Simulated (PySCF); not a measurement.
Species: C4H4F2S.
Bonds: C1–S2, S2–C3, C3–F4, C3–C5 (double), C5–C6 (double), C6–F7. Hydrogens: H8, H9, H10 on C1; H11 on C6.

Computed, not measured: PBE0-D3(BJ)/def2-SVP geometry optimisation, gas phase (PySCF).

Give the optimised bond lengths and angles.

```tsv
bond	length (bohr)	order
C1–S2	3.401	single
S2–C3	3.317	single
C3–F4	2.515	single
C3=C5	2.481	double
C5=C6	2.469	double
C6–F7	2.520	single
C1–H8, C1–H9, C1–H10	2.076	single
C6–H11	2.073	single
```

Bonds in one row agree within 0.02 bohr and their mean is given. Orders are formal, as drawn. A selection of angles:
```tsv
angle	degrees
S2–C1–H8	106.1
S2–C1–H9	110.9
H8–C1–H9	109.5
C1–S2–C3	99.8
S2–C3–F4	110.0
S2–C3–C5	127.4
F4–C3–C5	122.6
C3–C5–C6	177.0
C5–C6–F7	123.6
C5–C6–H11	124.8
F7–C6–H11	111.6
```

Dihedral angles: C1–S2–C3–F4 -178° (antiperiplanar). The mirror-image conformer, all signs reversed, is as good.

Of the pairs four or more bonds apart, C5···H10 is among the closest relative to their van der Waals radii: 2.86 Å, 99 % of the sum of Bondi's values. The C–S distances run from 1.756 Å (S2–C3, drawn single) to 1.800 Å (C1–S2, drawn single), a spread of 0.044 Å.

Point group: C1 (no symmetry element, even within 0.4 Å). Whether it is a minimum is left open (no frequencies). The numbers are those of one conformer.

The run took 42 s wall on one thread of an Arm Neoverse V1, shared host with 32 logical CPUs at a one-minute load of 27, and the process peaked at 0.64 GiB of memory. This is the geometry optimisation.
